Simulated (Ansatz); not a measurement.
Reaction (formal exchange of groups at a Ge–In bond): `[Cl][InH][GeH3]` + `[OH][GeH]([OH])[SiH3]` → `[OH][Ge]([OH])([SiH3])[GeH3]` + `[Cl][InH2]`

Calculated with Ansatz (gas phase, PBE0-D4/def2-TZVP geometries, no zero-point term in ΔE). CCSD(T)/CBS adds triple-zeta CCSD(T) − MP2 to the extrapolated MP2 energy (def2 sets, frozen cores). DFT in def2-TZVPP. Elements past krypton have def2 core potentials. For Ge, In outer-core shells are correlated without core-valence functions, which leaves a few kJ/mol of doubt a bond. Scalar relativity is left out up to krypton. Each species was taken in one conformer, which may not be the lowest.

```tsv
species	r2SCAN-D4 energy (Eh)
`[Cl][InH][GeH3]`	-2729.83668
`[OH][GeH]([OH])[SiH3]`	-2520.57075
`[OH][Ge]([OH])([SiH3])[GeH3]`	-4598.78003
`[Cl][InH2]`	-651.61858
```

(1) Work out ΔE.

Largest T1 diagnostic among the species: 0.014.

Results:

(1) ΔE = (-4598.78003) + (-651.61858) − (-2729.83668) − (-2520.57075) = 0.00882 Eh = +0.24 eV. CCSD(T)/CBS gives +0.28 eV.

The D4 term adds −0.06 eV with B3LYP and −0.03 eV with PBE0; it sums over pairs of atoms, weighted by their polarisabilities, and B3LYP, whose exchange is more repulsive, gets the larger term. In def2-TZVPP, CCSD(T) changes the Hartree–Fock value by −0.07 eV (the triples alone add −0.01 eV) and MP2 by −0.04 eV.

B3LYP here is the variant with VWN-RPA as its local correlation; programs differ in this.
